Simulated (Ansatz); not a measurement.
The multiplicity is imposed and other spin states were not computed.

Species: [Au(H2O)(F)] (charge 0, multiplicity 1), formula H2AuFO.

How many basis functions does frozen-core CCSD(T)/def2-TZVPP // PBE-D3(BJ)/def2-SVP in Ansatz (an electronic-structure program) use, how many core orbitals are frozen, and how many electrons are correlated?

146 basis functions and 2 frozen orbitals, which leaves 34 correlated electrons. Core time is of the order of seconds.
